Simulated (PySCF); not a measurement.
Task: Give a PBE0-D3(BJ)/def2-SVP geometry of `O=C(O)C1=CC=C(C[SiH3])C=C1`.

Result: 
```
atom  x, y, z in Å
O1     3.835   -1.258    1.135
C2     3.231   -0.219    1.033
O3     3.746    0.951    1.442
C4     1.870   -0.086    0.460
C5     1.241   -1.237   -0.024
C6    -0.038   -1.163   -0.557
C7    -0.721    0.061   -0.624
C8    -2.123    0.129   -1.147
Si9   -3.388   -0.125    0.246
C10   -0.079    1.209   -0.138
C11    1.202    1.141    0.396
H12    4.624    0.745    1.798
H13    1.778   -2.186    0.031
H14   -0.522   -2.069   -0.931
H15   -2.300   -0.643   -1.913
H16   -2.326    1.106   -1.615
H17   -3.174   -1.460    0.880
H18   -4.779   -0.058   -0.299
H19   -3.216    0.940    1.279
H20   -0.596    2.172   -0.180
H21    1.694    2.040    0.769
```

Any rigid rotation of these coordinates is as good. Atoms count from 1 in this order. Of the pairs four or more bonds apart, O3···H21 is among the closest relative to their van der Waals radii: 2.42 Å, 89 % of the sum of Bondi's values. The 6-membered ring C4–C5–C6–C7–C10–C11 has internal angles of 118.3° to 121.0°; it is planar, 0.00 Å rms from its mean plane, widest ring torsion 0°. Si9 (SiH3 silicon) is tetrahedral (angles from 109.1° to 110.2°). The C–O distances run from 1.206 Å (O1=C2, drawn double) to 1.342 Å (C2–O3, drawn single), a spread of 0.136 Å.

Bonds between heavy atoms (Å): O1=C2 1.206, C2–O3 1.342, C2–C4 1.482, C4–C5 1.399, C5–C6 1.388, C6–C7 1.403, C7–C8 1.498, C8–Si9 1.899, C7–C10 1.403, C10–C11 1.389, C4–C11 1.399.

The calculation used PBE0-D3(BJ)/def2-SVP geometry optimisation, gas phase (PySCF).

Whether it is a minimum is left open (no frequencies). One conformer, not necessarily the lowest (O1–C2–O3–H 0°, O1–C2–C4–C5 -1°, C6–C7–C8–Si9 89°).

The run took about 7 min of CPU time (one thread, shared machine). These figures are those of the optimisation.
